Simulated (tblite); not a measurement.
Problem. What does the GFN2-xTB structure of `C=Cc1ncc(Cl)nn1` look like in three dimensions?

Solution. 
Z-matrix in Å and degrees, rows numbered from 1:
```
C 
C   1  1.3282
C   2  1.4522  1  122.91
N   3  1.3462  2  119.29  1     0.03
C   4  1.3079  3  116.72  2  -179.97
C   5  1.4049  4  119.55  3     0.01
Cl  6  1.7088  5  121.63  4   179.97
N   6  1.3205  5  120.72  4    -0.03
N   8  1.2960  6  119.30  5     0.01
H   1  1.0770  2  120.71  3    -0.03
H   1  1.0762  2  121.83  3   179.97
H   2  1.0798  1  122.66  3  -179.96
H   5  1.0813  4  117.92  3   180.00
```

The 6-membered ring C3–N4–C5–C6–N8–N9 has internal angles of 116.7° to 123.7°; it is planar, 0.00 Å rms from its mean plane, widest ring torsion 0°. The 9 heavy atoms lie in one plane (0.001 Å rms). The C–N distances run from 1.308 Å (N4–C5, aromatic) to 1.346 Å (C3–N4, aromatic), a spread of 0.038 Å. Of the pairs four or more bonds apart, N4···H10 is among the closest relative to their van der Waals radii: 2.52 Å, 92 % of the sum of Bondi's values.

Structure optimised with GFN2-xTB, isolated species.

Point group: Cs (tolerance 0.08 Å). Its GFN2-xTB frequencies are all real (lowest 48 cm⁻¹). The numbers are those of one conformer (C1–C2–C3–N4 0°).

These are computed values.
